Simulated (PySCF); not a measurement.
Computed IR spectrum (relative IR intensity) of a molecule C4H8Ge. Coordinates come from a r2SCAN-D4/def2-SVP optimisation. One conformer was computed; it need not be the lowest. Level of theory: r2SCAN-D4/def2-SVP run with PySCF. Frequencies are harmonic and unscaled.

```csv
ν (cm⁻¹),relative intensity
440,2.4
510,20
513,5.7
592,26
622,34
767,100
866,30
963,38
1003,11
1036,7.7
1038,6.3
1263,2.8
1409,11
2126,60
2134,77
3109,21
3134,6.9
3206,11
```

### Question
Which structure fits?
A. C=[CH][GeH2][CH]=C
B. C=C=C[CH2][GeH3]
C. C[C]1=C[CH2][GeH2]1
D. CC1=[CH][GeH2][CH2]1

### Answer
A, C=[CH][GeH2][CH]=C
